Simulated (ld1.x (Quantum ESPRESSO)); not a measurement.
# Br (Z = 35), PAW: configuration errors across variants

```json
{
 "Element": "bromine (Br)",
 "Generator": "ld1.x (Quantum ESPRESSO) 7.5",
 "Type": "PAW",
 "Functional": "LDA (PZ)",
 "Relativity": "scalar-relativistic",
 "Frozen core": "[Ar]",
 "Valence charge": "17",
 "Reference configuration": "3d10 4s2 4p4.75 (charge +0.25)",
 "Partial waves": "4s (bound): rcut 1.15, rcutus 1.30 bohr; 4s channel at 1.85 Ry: rcut 1.15, rcutus 1.30 bohr; 4p (bound): rcut 1.50, rcutus 2.05 bohr; 4p channel at -0.1 Ry: rcut 1.50, rcutus 2.05 bohr; 3d (bound): rcut 0.75, rcutus 0.80 bohr; 3d channel at -2.25 Ry: rcut 0.75, rcutus 0.80 bohr",
 "Local potential": "all-electron potential smoothed inside 0.70 bohr (lloc = -1)",
 "Core correction": "Bessel-smoothed model core, default radius (core density twice the valence density)",
 "Augmentation charge": "BESSEL, radius 0.70 bohr"
}
```

All-electron excitation energies from the reference (eV): (1) 3d10 4s2 4p5 -2.284; (2) 3d10 4s2 4p4 10.424; (3) 3d10 4s2 4p3 33.368; (4) 3d10 4s2 4p1 113.939; (5) 3d10 4s2 4p4.5 2.865; (6) 3d10 4s1 4p6 10.134; (7) 3d10 4s2 4p4.75 spin -0.246; (8) 3d10 4s2 4p5 spin -2.436.

Spin tests fill each open shell by Hund’s rule, majority spin first.

Tests that are not counted but printed errors over 1 eV. “base”: 3d9 4s2 4p5 (solver errors, printed error -3277 eV). “wave 3d channel at -2.25 Ry: rcut 0.75, rcutus 0.80 bohr becomes 3d channel at -1.97 Ry: rcut 0.75, rcutus 0.80 bohr”: 3d9 4s2 4p5 (solver errors, printed error -3305 eV). “wave 3d channel at -2.25 Ry: rcut 0.75, rcutus 0.80 bohr becomes 3d channel at 1.27 Ry: rcut 0.75, rcutus 0.80 bohr”: 3d9 4s2 4p5 (solver errors, printed error -3475 eV).

4 further variants failed, have other tests or too few solved ones, and are left out.

A true bound ghost makes a file unfit for plane-wave use even where its test errors are small: the radial tests pick states by their node count and pass the ghost by. Where a test does run into it, the solver fails or the error is huge.

Errors AE − PS in meV (a dash: test not solved or not reliable):

```csv
change,(1),(2),(3),(4),(5),(6),(7),(8),bound ghosts
base,+0.7,+5.6,+56,+579,+0.3,+58,+4.1,+3.1,"s, p"
"wave 3d channel at -2.25 Ry: rcut 0.75, rcutus 0.80 bohr becomes 3d channel at -4.11 Ry: rcut 0.75, rcutus 0.80 bohr",+1.1,+11,+108,+1541,+0.7,–,–,–,"s, p"
"wave 3d channel at -2.25 Ry: rcut 0.75, rcutus 0.80 bohr becomes 3d channel at -1.97 Ry: rcut 0.75, rcutus 0.80 bohr",+0.7,+5.2,+52,+529,+0.3,+55,+3.4,+2.7,"s, p"
"wave 3d channel at -2.25 Ry: rcut 0.75, rcutus 0.80 bohr becomes 3d channel at 1.27 Ry: rcut 0.75, rcutus 0.80 bohr",+0.7,+2.2,+28,+276,0.0,+33,+0.2,+0.7,"s, p"
```

(1) Give the same row for: wave 3d channel at -2.25 Ry: rcut 0.75, rcutus 0.80 bohr becomes 3d channel at -3.15 Ry: rcut 0.75, rcutus 0.80 bohr.

Results:

(1) +0.8, +7.4, +73, +823, +0.5, +70, +6.8, +4.7; bound ghosts: s, p. Not counted: 3d9 4s2 4p5 (solver errors, printed error -321 eV).
